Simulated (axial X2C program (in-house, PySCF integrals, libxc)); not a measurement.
## Potential curves of ScI, with spin–orbit coupling

Calculated with an in-house relativistic program for diatomic molecules. Two-component (2c) means X2C with spin–orbit coupling and atomic mean-field two-electron Coulomb and Gaunt terms. Basis: I dyall-cv3z [11s12p8d4f1g], Sc dyall-cv3z [10s11p7d5f2g] (cores contracted in-house); Gaussian nuclei, density fitting, unrestricted open shells. Masses: I 126.904 u, Sc 44.956 u.

State: Ω = 1 (⟨Sz⟩ = -1.00, ⟨Lz⟩ = 2.00 at HF). Energies in eV from the fragments at the same level (I + Sc). Fits are polynomials in 1 − R0/R over 0.85 to 1.23 times the lowest point R0.

| R (Å) | HF | B97-3 |
| --- | --- | --- |
| 2.3490 | -1.2413 | -1.9459 |
| 2.4570 | -1.8655 | -2.3954 |
| 2.5380 | -2.1687 | -2.5940 |
| 2.6190 | -2.3647 | -2.7041 |
| 2.7000 | -2.4772 |  |
| 2.7945 | -2.5279 | -2.7323 |
| 2.8890 | -2.5140 | -2.6679 |
| 3.0105 | -2.4292 | -2.5358 |
| 3.1590 | -2.2592 | -2.3287 |
| 3.3750 | -1.9441 | -1.9902 |
| 3.6720 | -1.4728 | -1.5298 |
| 4.0500 | -0.9060 | -1.0305 |

Occupations by symmetry block were frozen at the best pattern of an incomplete PBE0 search. Dissociation energies refer to the lowest single-determinant-based atoms at the same level and basis. Density functionals use the spin component along the axis (collinear). The 2c atoms are single determinants rather than J levels; their spin–orbit lowering is only partly caught, and De is too large by that part. This holds for B97-3. Other states lie close and PBE0, whose exact exchange favours high spin, may order them wrongly; the determinant shown need not be the ground state. The nearest other 2c determinant of the search, Ω = 3, lies 0.01 eV up at the distance of the search. The functionals have no current-density term, which raises determinants with orbital currents, atoms included. With several unpaired electrons one determinant need not be a pure state. Some points did not converge and are left out.

Task: What are Re, ωe and De at the HF level?

Result: At HF, 2c: Re = 2.818 Å, ωe ≈ 234 cm⁻¹, De = 2.53 eV to I + Sc; Be follows as 0.064 cm⁻¹.

Task: What are Re, ωe and De at the B97-3 level?

Result: At B97-3, 2c: Re = 2.724 Å, ωe ≈ 242 cm⁻¹, De = 2.75 eV to I + Sc; Be follows as 0.0684 cm⁻¹.
